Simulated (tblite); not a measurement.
Compound: C3H9NP2Si.
Cartesian coordinates in Å at the GFN2-xTB level; atoms count from 1:
```xyz
16
C3H9NP2Si angstrom
N     -0.4210    1.9157   -2.0356
C     -0.3369    1.8285   -0.8970
C     -0.2353    1.6480    0.5164
P     -0.3810   -0.1634    0.9953
Si    -2.1411   -0.7938   -0.2580
C      0.9888   -0.8432   -0.0689
P      2.6094   -0.2735    0.6599
H     -1.0330    2.1947    1.0280
H      0.7358    2.0115    0.8710
H     -2.4345   -2.1572    0.1839
H     -3.2336    0.1152    0.0852
H     -1.8838   -0.7785   -1.6963
H      0.9057   -0.4809   -1.0982
H      0.9250   -1.9340   -0.0629
H      2.5278   -1.0850    1.7887
H      3.4001   -1.1951   -0.0228
```

All values are computed: GFN2-xTB (tblite) harmonic vibrations without scaling, gas phase. The method is semi-empirical: single wavenumbers can be off by several per cent or more. Modes of hydrogen on phosphorus and silicon can be 10 to 20 % off. One conformer, not necessarily the lowest.

Harmonic wavenumbers (cm⁻¹): 34.2, 65.4, 97.1, 106.5, 121.2, 153.7, 168.1, 197.3, 265.8, 371.0, 440.1, 469.4, 491.5, 521.2, 647.6, 685.4, 695.0, 736.6, 748.2, 755.2, 781.0, 794.0, 861.4, 890.9, 997.7, 1049.9, 1074.8, 1128.4, 1130.7, 1169.4, 1373.0, 1395.5, 2265.6, 2276.6, 2280.4, 2282.8, 2342.5, 2387.7, 2918.7, 2921.9, 2941.4, 2944.8.

A = 1838, B = 1027, C = 803.2 MHz; mass 148.998 u (most abundant isotopes); point group C1, symmetry number 1.

Zero-point energy?

½Σν̃ = 22990 cm⁻¹ = 65.73 kcal/mol.

Give the ideal-gas entropy at 298.15 K and 1 bar in the rigid-rotor, harmonic-oscillator model (classical rotation).

Translation 40.93, rotation 29.74, vibration 35.53: S = 106.2 cal/(mol K).

And Cp and H(298.15 K) − H(0)?

Cp = 41.05 cal/(mol K), of which vibrations give 33.10 (their classical limit is 42 R = 83.5); H(298.15 K) − H(0) = 7.72 kcal/mol without the zero-point energy, 5.35 from vibrations.

Which modes carry the vibrational entropy at 298.15 K?

34.2 cm⁻¹: 5.57; 65.4 cm⁻¹: 4.29; 97.1 cm⁻¹: 3.51; 106.5 cm⁻¹: 3.33; 121.2 cm⁻¹: 3.08; 153.7 cm⁻¹: 2.63 cal/(mol K); the other 36 give 13.12 together.

What must be added to the electronic energy to get the Gibbs energy at 298.15 K and 1 bar?

ZPE + [H(298.15 K) − H(0)] − T·S = 65.73 + 7.72 − 31.66 = 41.79 kcal/mol.

Blend soft modes into free rotors: weight 1/[1 + (100 cm⁻¹/ν̃)⁴] for the oscillator and the rest for a rotor with moment μB/(μ + B), μ = h/(8π²ν), B = 10⁻⁴⁴ kg m². What vibrational entropy results?

32.32 cal/(mol K) in place of 35.53, which changes −T·S at 298.15 K by +0.96 kcal/mol.

How do the functions run with temperature in this model?

| T (K) | S (cal/(mol K)) | Cp (cal/(mol K)) | H − H(0) (kcal/mol) | G − H(0) (kcal/mol) | ln q(vib) |
| --- | --- | --- | --- | --- | --- |
| 50 | 61.0 | 15.2 | 0.54 | -2.51 | 0.80 |
| 100 | 73.7 | 21.7 | 1.48 | -5.89 | 2.46 |
| 373.15 | 116.1 | 47.2 | 11.03 | -32.29 | 11.09 |
| 500 | 131.1 | 55.3 | 17.56 | -47.99 | 14.67 |
| 750 | 155.7 | 66.1 | 32.84 | -83.96 | 21.08 |
| 1000 | 175.8 | 73.2 | 50.32 | -125.48 | 26.74 |

q(vib) and H(0) count from the zero-point level.

Hindered rotation and anharmonicity are outside this model. Other conformers, if any are populated, would add a mixing term that is left out. The structure is chiral; the term R ln 2 for an equal mix with its mirror image is left out.

On an Arm Neoverse V1 with one thread, shared host with 32 logical CPUs at a one-minute load of 9.2, this took 0.64 s of wall time. This covers the Hessian and the dipole derivatives.
